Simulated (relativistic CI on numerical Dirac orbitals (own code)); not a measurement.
**Co⁴⁺: M2,3 absorption edge**

Computed with this model: Dirac-Coulomb-Breit CI, orbitals from a KLI potential per configuration, QED by a radiative potential, valence Slater integrals scaled by 0.7, multiplet model of core-to-valence dipole absorption; configurations [Ar] 3d5 → [Ne] 3s2 3p5 3d6; 80 K; Lorentzian 0.8 eV and Gaussian 0.3 eV FWHM. Energies are those of the free ion, without screening or charge transfer. The branching ratio is the share of the lower-energy edge in the whole absorption, uncertain by about 0.02 where the edges overlap. S is read from ⟨S²⟩ = S(S + 1).

Field parameters in Wybourne normalisation: Oh B⁴₀ = 21Dq, B⁴₄ = √(5/14) B⁴₀. The field is a parameter set, without covalency.

Computed curve for Oh, 10Dq = 23850 cm⁻¹, scaled to 100 at the maximum (points under 2 are left out and the grid is thinned):

(Energy (eV), Intensity): (59.2, 2.0), (59.4, 2.6), (59.6, 3.4), (59.7, 4.0), (59.9, 5.4), (60.1, 6.5), (60.3, 6.6), (60.5, 6.3), (60.7, 6.2), (60.8, 6.2), (61.0, 6.1), (61.2, 5.6), (61.4, 4.6), (61.6, 3.6), (61.7, 3.3), (61.9, 2.9), (62.1, 2.8), (62.3, 2.9), (62.5, 3.3), (62.6, 3.6), (62.8, 4.2), (63.0, 4.9), (63.2, 5.3), (63.4, 5.6), (63.6, 5.9), (63.7, 6.0), (63.9, 6.3), (64.1, 6.8), (64.3, 7.6), (64.5, 9.0), (64.6, 10.0), (64.8, 12.4), (65.0, 16.1), (65.2, 21.8), (65.4, 31.0), (65.5, 37.3), (65.7, 54.0), (65.9, 73.8), (66.1, 90.8), (66.3, 99.4), (66.5, 98.0), (66.6, 93.1), (66.8, 75.0), (67.0, 52.3), (67.2, 34.5), (67.4, 23.3), (67.5, 19.4), (67.7, 14.1), (67.9, 10.6), (68.1, 8.3), (68.3, 6.6), (68.4, 6.0), (68.6, 5.0), (68.8, 4.2), (69.0, 3.6), (69.2, 3.2), (69.4, 2.8), (69.5, 2.6), (69.7, 2.4), (69.9, 2.1)

The ground state has S = 2.49, and the centroid lies at 65.91 eV.
